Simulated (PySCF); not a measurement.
Isomers of C8H7NO. Method: PySCF 2.14.0, PBE0-D3(BJ)/def2-SVP geometry optimisation, gas phase. Energies are electronic, without zero-point or thermal terms, for one conformer each. No frequencies were run at this level. Point groups hold within 0.08 Å.

Question: Rank from lowest to highest electronic energy at this level (kcal/mol).
A. `Cc1nc2ccccc2o1` (2-methylbenzoxazole)
B. `[CH3:1][O:2][c:3]1[cH:4][cH:5][cH:6][c:7]([C:8]#[N:9])[cH:10]1` with C1–O2–C3–C4 0° (3-methoxybenzonitrile)
C. `[OH:1][c:2]1[cH:3][cH:4][cH:5][c:6]2[cH:7][cH:8][nH:9][c:10]12` with H–O1–C2–C3 0°

Answer: C (0.0), A (0.1), B (30.4).

As drawn, the lowest has an O–H bond and an N–H bond, which the highest lacks; the highest has a C≡N group, which the lowest lacks. Neighbours under 2.5 kcal/mol apart (Oc1cccc2cc[nH]c12 and Cc1nc2ccccc2o1) can change places with a better method, another conformer or zero-point energy.

| SMILES | E (Eh) | E rel (kcal/mol) | dipole (D) | point group | A, B, C (MHz) |
| --- | --- | --- | --- | --- | --- |
| Oc1cccc2cc[nH]c12 | -438.24806 | 0.0 | 2.06 | Cs | 2211, 1526, 902.7 |
| Cc1nc2ccccc2o1 | -438.24788 | 0.1 | 1.27 | Cs | 3895, 1048, 829.9 |
| COc1cccc(C#N)c1 | -438.19957 | 30.4 | 5.97 | Cs | 3124, 828.3, 657.5 |

As an exercise, what shares would exp(−E/RT) give at 2000 K from these electronic energies alone (no entropy, no degeneracies)?

RT = 3.974 kcal/mol: Oc1cccc2cc[nH]c12 50.7 %, Cc1nc2ccccc2o1 49.3 %, COc1cccc(C#N)c1 under 0.1 %.
